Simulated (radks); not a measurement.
The mean radii <r> (bohr) of the occupied orbitals of an atom or ion are listed with their occupations. Calculated with a radial shooting solver on a logarithmic mesh with Libxc functionals: scalar-relativistic Kohn-Sham, Wu-Cohen GGA, spin-polarised, spherical densities, finite nucleus; Fermi nuclear charge, rms radius of each element as measured or else 0.836 A^(1/3) + 0.57 fm.

orbital  occ.      <r>
1s down     1  0.02112
1s up       1  0.02112
2s up       1  0.08979
2s down     1  0.08979
2p up       3  0.07946
2p down     3  0.07946
3s up       1   0.2347
3s down     1   0.2345
3p up       3   0.2336
3p down     3   0.2333
3d up       5   0.2123
3d down     5   0.2120
4s up       1   0.5287
4s down     1   0.5289
4p up       3   0.5595
4p down     3   0.5599
4d up       5   0.6045
4d down     5   0.6058
5s up       1    1.245
5s down     1    1.261
5p up       3    1.433
5p down     3    1.456
4f up       7   0.7585
4f down     1   0.7817
6s up       1    3.042
6s down     1    3.081

Name the element and its charge. Open shells, if any, are filled with parallel spins first.

Answer. Z = 66, dysprosium, charge +2: Dy2+ in [Xe] 4f8 6s2. The 1s radius gives Z: for a bare nucleus <r> = (2 gamma + 1)/(2Z) with gamma = sqrt(1 - (Z/c)^2), 0.02085 bohr for Z = 66, and screening makes it slightly larger (0.02112 here). The occupations add up to 64, and the charge is Z minus that.
